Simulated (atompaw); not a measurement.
**What one change does to a pseudopotential (zirconium (Zr), PAW (atompaw))**

atompaw 4.2.0.5 input, output lines left out:

```
Zr 40
GGA-PBE scalarrelativistic loggrid 1500 logderivrange -6 5 276
5 5 4 0 0 0
5 1 0
4 2 2
0 0 0
c
c
c
v
v
c
c
v
v
c
v
2
2.80 2.10 2.45 2.00
n
n
y
1.55
n
modrrkj vanderbiltortho sinc
bessel
1.90
2.30
1.75
2.80
2.80
2.80
```

All-electron outer shells of the reference configuration (PBE, scalar-relativistic, ld1.x):

```json
{"shell": "3p", "level (eV)": "-317.66", "outermost node (bohr)": "0.18", "outermost maximum (bohr)": "0.40"}
{"shell": "3d", "level (eV)": "-174.71", "outermost node (bohr)": "–", "outermost maximum (bohr)": "0.35"}
{"shell": "4s", "level (eV)": "-54.50", "outermost node (bohr)": "0.55", "outermost maximum (bohr)": "1.08"}
{"shell": "4p", "level (eV)": "-32.46", "outermost node (bohr)": "0.56", "outermost maximum (bohr)": "1.17"}
{"shell": "5s", "level (eV)": "-4.44", "outermost node (bohr)": "1.47", "outermost maximum (bohr)": "3.15"}
{"shell": "4d", "level (eV)": "-3.60", "outermost node (bohr)": "0.58", "outermost maximum (bohr)": "1.59"}
{"shell": "5p", "level (eV)": "-1.47", "outermost node (bohr)": "1.70", "outermost maximum (bohr)": "4.15"}
```

Change: all radii scaled by about 1.06 (s 2.02, p 1.86, d 2.98 bohr); local potential bessel scheme, radius 2.60 bohr; augmentation sinc compensation charge, radius 2.24 bohr; PAW radius 2.98 bohr; waves and projectors: modrrkj vanderbiltortho; core correction smooth core density matched at 2.12 bohr.

Cutoffs: the cutoffs (Ry, on a coarse ladder) from which the occupation-weighted sum of valence levels, in a spherical-Bessel basis at the reference potential, stays within 10 and 1 mRy of its value at 400 Ry; they do not see the model core or the augmentation charge, which bear on the density cutoff.

Q: What does the change do?

A: The potential gets neither clearly harder nor softer (21 Ry and 40 Ry → 21 Ry and 35 Ry); neither file shows a bound ghost.

| quantity | base | changed |
| --- | --- | --- |
| cutoff, loose | 21 Ry | 21 Ry |
| cutoff, tight | 40 Ry | 35 Ry |
| loose cutoff by channel (10 mRy a level) | s 10 Ry, p 18 Ry, d 8 Ry | s 10 Ry, p 15 Ry, d 8 Ry |
| bound ghosts | none | none |
| lowest overlap eigenvalue by channel | s 0.75, p 0.62, d 1.00 | s 0.84, p 0.73, d 1.00 |

 The cutoffs see the waves, projectors and local potential, not the compensation charge or the core.
